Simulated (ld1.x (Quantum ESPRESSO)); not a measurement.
# La: TM pseudisation with PBE, fully relativistic reference atom.

```json
{
 "Element": "La (Z = 57)",
 "Generator": "ld1.x (Quantum ESPRESSO) 7.5",
 "Type": "norm-conserving Troullier–Martins (Kleinman–Bylander form)",
 "Functional": "PBE",
 "Relativity": "fully relativistic",
 "Frozen core": "[Xe]",
 "Valence charge": "3",
 "Reference configuration": "4f0 5d2 6s1 6p0",
 "Partial waves": "6s (bound): rc 3.75 bohr; 6p (bound, empty): rc 3.70 bohr; 5d (bound): rc 2.15 bohr; 4f (bound, empty): rc 1.75 bohr",
 "Local potential": "all-electron potential smoothed inside 1.50 bohr (lloc = -1)",
 "Core correction": "none"
}
```

Open shells are filled in proportion to 2j + 1 (rel_dist='average').

All-electron outer shells of the reference configuration (PBE, scalar-relativistic, ld1.x):

| shell | level (eV) | outermost node (bohr) | outermost maximum (bohr) |
| --- | --- | --- | --- |
| 5s | -37.33 | 0.77 | 1.41 |
| 5p | -20.93 | 0.83 | 1.60 |
| 6s | -3.13 | 1.87 | 3.93 |
| 4f | -2.74 | – | 0.75 |
| 5d | -2.14 | 0.95 | 2.27 |
| 6p | -1.05 | 2.24 | 5.31 |

What the tests gave:

```
Cutoffs needed      : 10 Ry and 15 Ry (the cutoffs (Ry, on a coarse ladder) from which the occupation-weighted sum of valence levels, in a spherical-Bessel basis at the reference potential, stays within 10 and 1 mRy of its value at 400 Ry) The cutoffs count occupied waves only; the empty 4f level needs 110 Ry at the loose tolerance.
Ghost test          : ghost states, extra bound levels that the all-electron valence spectrum of the same l lacks: s at -166.3 eV, p1/2 at -68.6 eV, p3/2 at -60.4 eV, s at -13.2 eV; a true bound ghost makes a file unfit for plane-wave use (spherical-Bessel basis up to 400 Ry, 20 bohr box)
Configuration tests : 2 of 7 tests not solved or not reliable; not counted: 4f1 5d0 6s1 6p0 (pseudo-atom not self-consistent, printed error +7.3 eV); 4f0 5d1 6s0 6p1 (solver errors, printed error -1.8 eV)
```

Generation and tests took about 5.4 s on one core of a shared server CPU.
